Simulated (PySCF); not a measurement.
Gas-phase reaction: Mo2O6 + 2 H + 2 OH = 2 MoO2(OH)2

Computed with PySCF (xtb for GFN2) and rigid-rotor harmonic-oscillator thermochemistry at 1 bar. † marks an energy on the PBE0/def2-TZVP geometry and frequencies; other levels use their own. MP2 freezes the core. Open shells (unrestricted): H (multiplicity 2), OH (multiplicity 2, electronic degeneracy 4); the rest are closed-shell singlets. GFN2 has no spin-polarisation term. Spin-orbit splitting is ignored; it lowers the true energy and changes the entropy of OH. Mo: scalar-relativistic def2 core potential, no spin-orbit coupling. No R ln 2 is added for the mirror-image form of MoO2(OH)2. MP2 isn't extrapolated to the basis-set limit; its ΔH°(298 K) is -1015.5 kJ in def2-SVP and -1062.4 kJ in def2-TZVPP. The harmonic model lacks anharmonicity and excited electronic states, which grow with temperature; levels with a mode under 35 cm⁻¹ are left out. Soft modes under 120 cm⁻¹ make the harmonic entropy rough for Mo2O6. Warning, point group unlike the PBE0 one: MoO2(OH)2 (GFN2-xTB).

| level | ΔE electronic, kJ | ΔH°(298 K), kJ | ΔS°(298 K), J/K | ΔG°(1800 K), kJ |
|---|---|---|---|---|
| BLYP/def2-TZVP† | -1146 | -1088 | -319 | -495 |
| GFN2-xTB | -1552 | -1502 | -332 | -889 |
| HF/def2-TZVP† | -864 | -806 | -319 | -213 |
| M06-2X/def2-TZVP† | -1167 | -1109 | -319 | -516 |
| MP2/def2-SVP† | -1074 | -1016 | -319 | -423 |
| PBE/def2-SVP | -1184 | -1128 | -318 | -539 |
| PBE0/def2-SVP† | -1158 | -1100 | -319 | -507 |
| LDA/def2-TZVP† | -1330 | -1272 | -319 | -679 |
| ωB97M-V/def2-TZVP† | -1158 | -1100 | -319 | -507 |
| ωB97X-V/def2-TZVP† | -1149 | -1090 | -319 | -498 |
ΔH° is lowest at GFN2-xTB and highest at HF/def2-TZVP†. No reference value is set beside these.
